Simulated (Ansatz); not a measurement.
Calculated with Ansatz (gas phase, PBE0-D4/def2-TZVP geometries, no zero-point term in ΔE). CCSD(T)/CBS adds triple-zeta CCSD(T) − MP2 to the extrapolated MP2 energy (def2 sets, frozen cores). This one scheme is used for every species. Functionals use def2-TZVPP. HSE06 is defined as in plane-wave codes. For Zn outer-core shells are correlated without core-valence functions, which leaves a few kJ/mol of doubt a bond. Scalar relativity is left out up to krypton. One conformer a species, not always the lowest.

`[NH2][Zn][N]([SiH3])[SiH3]` + H₂S → `[NH2][Zn][SH]` + `[SiH3]N[SiH3]`  (ligand exchange at a Zn–N bond)

```tsv
level	ΔE (kJ/mol)
revPBE-D4	-54.1
r2SCAN-D4	-55.9
HSE06-D4	-59.3
ωB97M-V	-57.2
HSE06	-63.9
CAM-B3LYP	-60.5
HF/def2-SVP	-57.1
MP2/def2-TZVPP	-45.5
```

(1) What does CCSD(T)/CBS give? (Estimate.)

(2) What do rigid-rotor, harmonic-oscillator terms from PBE0-D4/def2-TZVP frequencies (298.15 K, 1 bar) make of the CCSD(T)/CBS value? (Estimate.)

Largest T1 diagnostic among the species: 0.015.

Results:

(1) Ansatz gave: -53.4 kJ/mol. The listed levels differ from it by -0.7, -2.5, -5.9, -3.8, -10.5, -7.1, -3.7, 7.9 kJ/mol.

(2) Computed: ΔZPE = +9.1 kJ/mol, ΔH = -46.7 kJ/mol, ΔS = 16 J/(mol·K), ΔG = -51.6 kJ/mol. Modes under 50 cm⁻¹ make the entropy rough.

The D4 term adds +8.2 kJ/mol with B3LYP and +4.7 kJ/mol with PBE0; it sums over pairs of atoms, weighted by their polarisabilities, and B3LYP, whose exchange is more repulsive, gets the larger term. From BLYP to BHLYP (50 % exact exchange), in def2-TZVPP and without D4, ΔE moves by −3.2 kJ/mol. Leaving LDA and LC-ωPBE aside and taking each functional with its dispersion term where it has one, the values, not all of them listed here, spread over 6.8 kJ/mol, from HSE06-D4 to BLYP-D4. LDA lies +5.9 kJ/mol from PBE without D4.

CCSD(T)/CBS has its own doubt, a few kJ/mol and more with outer-core shells, so smaller differences from it don't rank the levels.

B3LYP here is the variant with VWN-RPA as its local correlation; programs differ in this.
